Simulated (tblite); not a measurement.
Species: C2H9GeNSi2.
Numbering: `[N:1]#[C:2][GeH2:3][CH2:4][SiH2:5][SiH3:6]` (hydrogens: H7, H8 on Ge3; H9, H10 on C4; H11, H12 on Si5; H13, H14, H15 on Si6)

Computed with GFN2-xTB (tblite), gas phase: L-BFGS steps from a force-field or distance-geometry start until the largest atomic force falls under 0.01 eV/Å.

Step 81: E = -465.2238 eV
```
atom  x, y, z in Å  |  force x, y, z in eV/Å
N1     -1.8495    2.2779    1.3187    0.000   0.079   0.021
C2     -1.7606    1.1561    1.1091   -0.007  -0.043  -0.002
Ge3    -1.6277   -0.7164    0.7327    0.032  -0.015  -0.003
C4     -0.6835   -0.9896   -0.9693   -0.042  -0.010   0.004
Si5     0.7167    0.2746   -1.2981    0.018   0.006  -0.019
Si6     2.1153    0.4936    0.5310    0.035   0.042   0.009
H7     -3.0580   -1.1889    0.7299   -0.024  -0.037  -0.001
H8     -0.9401   -1.3169    1.9301    0.012   0.039  -0.025
H9     -1.4144   -0.9185   -1.7753    0.000  -0.032  -0.018
H10    -0.2921   -2.0073   -0.9884   -0.010   0.019   0.004
H11     0.0448    1.5247   -1.6791   -0.009   0.008   0.012
H12     1.3772   -0.2113   -2.5231   -0.006   0.001   0.015
H13     1.4633    1.1290    1.6808   -0.006  -0.018  -0.024
H14     3.2841    1.3041    0.1812   -0.001  -0.014   0.014
H15     2.6202   -0.8033    0.9978    0.007  -0.023   0.013
```

Step 82: E = -465.2246 eV
```
atom  x, y, z in Å  |  force x, y, z in eV/Å
N1     -1.8558    2.2806    1.3242   -0.003   0.114   0.029
C2     -1.7628    1.1599    1.1125   -0.006  -0.083  -0.020
Ge3    -1.6224   -0.7118    0.7329    0.044  -0.014   0.005
C4     -0.6823   -0.9866   -0.9715   -0.045  -0.010   0.025
Si5     0.7181    0.2746   -1.3051    0.023   0.011  -0.023
Si6     2.1103    0.4868    0.5284    0.049   0.068   0.027
H7     -3.0491   -1.1947    0.7377   -0.024  -0.034  -0.001
H8     -0.9232   -1.3054    1.9268    0.008   0.032  -0.021
H9     -1.4160   -0.9180   -1.7743   -0.007  -0.035  -0.040
H10    -0.2897   -2.0038   -0.9877   -0.017   0.013  -0.001
H11     0.0489    1.5265   -1.6851   -0.008   0.006   0.010
H12     1.3789   -0.2137   -2.5289   -0.007   0.002   0.013
H13     1.4480    1.1205    1.6735   -0.006  -0.015  -0.021
H14     3.2810    1.3011    0.1917   -0.010  -0.026   0.012
H15     2.6118   -0.8081    1.0030    0.010  -0.031   0.005
```

Q: Estimate the geometry and energy of step 83. (The exact step hangs on the optimiser's Hessian estimate; all steps are aligned on step 82, rigid shifts and turns removed.)

A: E = -465.2257 eV, largest force 0.096 eV/Å
```
atom  x, y, z in Å  |  force x, y, z in eV/Å
N1     -1.8592    2.2843    1.3310   -0.004   0.091   0.025
C2     -1.7637    1.1642    1.1158   -0.009  -0.073  -0.032
Ge3    -1.6150   -0.7069    0.7323    0.038  -0.005   0.014
C4     -0.6844   -0.9832   -0.9767   -0.030  -0.012   0.033
Si5     0.7205    0.2724   -1.3128    0.018   0.007  -0.015
Si6     2.1050    0.4802    0.5270    0.046   0.073   0.043
H7     -3.0376   -1.2043    0.7520   -0.013  -0.025  -0.001
H8     -0.8969   -1.2891    1.9195    0.007   0.019  -0.008
H9     -1.4211   -0.9138   -1.7759   -0.014  -0.031  -0.056
H10    -0.2935   -2.0011   -0.9933   -0.024   0.014   0.000
H11     0.0531    1.5261   -1.6908   -0.001   0.005   0.004
H12     1.3836   -0.2201   -2.5332   -0.011   0.005   0.007
H13     1.4247    1.1113    1.6630   -0.003  -0.009  -0.011
H14     3.2767    1.3000    0.2076   -0.011  -0.031   0.006
H15     2.6034   -0.8121    1.0127    0.010  -0.027  -0.008
```

The energy changes by -0.0010 eV. The first-order estimate −F·Δx gives -0.0015 eV and the mean of the old and new forces, exact on a quadratic surface, -0.0010 eV. The step makes an angle of 83° with the force vector and moves no atom by more than 0.032 Å.

The cost below is that of the whole relaxation. Hardware: an Arm Neoverse N1 with one thread, shared host with 64 logical CPUs at a one-minute load of 46. Cost: 1.7 s.
